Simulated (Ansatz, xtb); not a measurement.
# CH4BeO: which of two structures lies lower

Structure I: a singlet given by its coordinates. Structure II: a singlet given by its coordinates. Both are isolated molecules in the gas phase, relaxed with B3LYP-D3(BJ)/def2-SVP.

I (Å):

```xyz
7

C     0.4623   -0.8448   -0.0646
Be   -0.4287    1.6803    0.6707
O     0.0188    0.4121    0.3012
H    -0.8542    2.8866    1.0219
H     1.5119   -0.8115   -0.4088
H    -0.1500   -1.2587   -0.8862
H     0.4074   -1.5487    0.7856
```

Close contacts (Å): C1–O3 1.38, Be2–O3 1.39, C1–H5 1.11, C1–H6 1.11, C1–H7 1.11, Be2–H4 1.33.

II (Å):

```xyz
7

C    -2.1749   -0.9029   -1.5956
Be   -1.8879    0.6244   -2.2190
O    -1.6501    1.8913   -2.7661
H    -2.9042   -1.4723   -2.1996
H    -1.2556   -1.5139   -1.5477
H    -2.5804   -0.8585   -0.5685
H    -1.4769    2.8274   -2.7628
```

Close contacts (Å): C1–Be2 1.67, Be2–O3 1.40, C1–H4 1.10, C1–H5 1.10, C1–H6 1.11, O3–H7 0.95.

Quicker runs give these differences E(II) − E(I): GFN2-xTB +24.1 kcal/mol; HF/STO-3G −0.1 kcal/mol (at GFN2-xTB geometries); r2SCAN-D4/def2-SVP −21.6 kcal/mol (at GFN2-xTB geometries).

Estimate E(II) − E(I) at the level CCSD(T)/def2-TZVPP.

Calculated at CCSD(T)/def2-TZVPP: E(II) − E(I) = −22.7 kcal/mol, so structure II lies lower.

How the difference moves with the method:

```
                level               geometry  E(II) − E(I) (kcal/mol)  departure from the last row (kcal/mol)  job, with rough time for the two
             GFN2-xTB               GFN2-xTB                     +24.1                                   +46.9              optimisation, 0.79 s
            HF/STO-3G               GFN2-xTB                      −0.1                                   +22.6              single point, 0.88 s
   r2SCAN-D4/def2-SVP               GFN2-xTB                     −21.6                                    +1.2               single point, 5.2 s
B3LYP-D3(BJ)/def2-SVP  B3LYP-D3(BJ)/def2-SVP                     −19.7                                    +3.0                optimisation, 91 s
        HF/def2-TZVPP  B3LYP-D3(BJ)/def2-SVP                     −19.4                                    +3.3           part of the CCSD(T) run
       MP2/def2-TZVPP  B3LYP-D3(BJ)/def2-SVP                     −24.3                                    −1.6           part of the CCSD(T) run
   CCSD(T)/def2-TZVPP  B3LYP-D3(BJ)/def2-SVP                     −22.7                                                        single point, 77 s
```

GFN2-xTB puts the two in the other order. HF/STO-3G finds them nearly level. The largest departure from CCSD(T)/def2-TZVPP is that of GFN2-xTB, 46.9 kcal/mol. A small imaginary or near-zero mode remains, so no thermal terms are given.

The correlated steps freeze 2 core orbitals; the last core shell of Be is correlated, in a basis made for valence electrons. Run with Ansatz 0.2.0, xtb 6.7.1; the last row on 1 thread of AMD EPYC (Zen 3) on a shared host.
